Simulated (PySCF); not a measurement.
Unrelated species, one level of theory. Computed with TDDFT CAM-B3LYP/def2-SVPD, vertical, gas phase, core orbitals frozen in the response (PySCF). Geometries: PBE0-D3(BJ)/def2-SVP; one conformer of each isolated species. Triplets are in the Tamm–Dancoff approximation. Relativistic effects are left out although some hold elements past zinc.

Task: Rank by computed HOMO–LUMO gap, lowest first.
A. `C([BH2-][NH3+])O`
B. `BrP(Br)Br`
C. `CO[BH2-][NH3+]`
D. `[C-]#[N+]C1CCCCC1`
E. `C=N[C@@H]1C[C@@]12C[C@H]2C`

Result: B (7.81 eV), C (8.90 eV), A (9.10 eV), E (9.37 eV), D (11.14 eV).

```tsv
SMILES	gap (eV)	α (au)	T1 (eV)	first f ≥ 0.01 (nm)	S1 (eV)	S1 mainly
BrP(Br)Br	7.81	93.9	3.84	282	4.40	H→L (98%)
CO[BH2-][NH3+]	8.90	47.4	5.94	204	6.09	H→L (94%)
[NH3+][BH2-]CO	9.10	47.2	6.00	200	6.20	H→L (82%)
C=N[C@@H]1C[C@@]12C[C@H]2C	9.37	90.2	4.22	189	5.03	H-1→L (86%)
[C-]#[N+]C1CCCCC1	11.14	84.4	5.90	152	7.89	H-1→L+5 (22%)
```

H and L stand for HOMO and LUMO.

- `BrP(Br)Br`: Löwdin shares by element: HOMO bromine 64%, phosphorus 35%; LUMO bromine 66%, phosphorus 34%.
- `CO[BH2-][NH3+]`: Löwdin shares by element: HOMO oxygen 57%, carbon 12%, nitrogen 7%, boron 7% (atoms not listed hold the other 17%); LUMO hydrogen 32% or more, boron 23%, nitrogen 15% (atoms not listed hold the other 30%).
- `[NH3+][BH2-]CO`: Löwdin shares by element: HOMO oxygen 38%, carbon 24%, boron 19%, hydrogen 4% or more; LUMO hydrogen 34% or more, boron 28%, nitrogen 14% (atoms not listed hold the other 25%).
- `C=N[C@@H]1C[C@@]12C[C@H]2C`: Löwdin shares by element: HOMO carbon 44% or more, nitrogen 12% (atoms not listed hold the other 43%); LUMO carbon 35% or more, nitrogen 33%, hydrogen 17% or more (atoms not listed hold the other 16%).
- `[C-]#[N+]C1CCCCC1`: Löwdin shares by element: HOMO carbon 78% or more, nitrogen 15%; LUMO carbon 28% or more, hydrogen 7% or more (atoms not listed hold the other 65%).
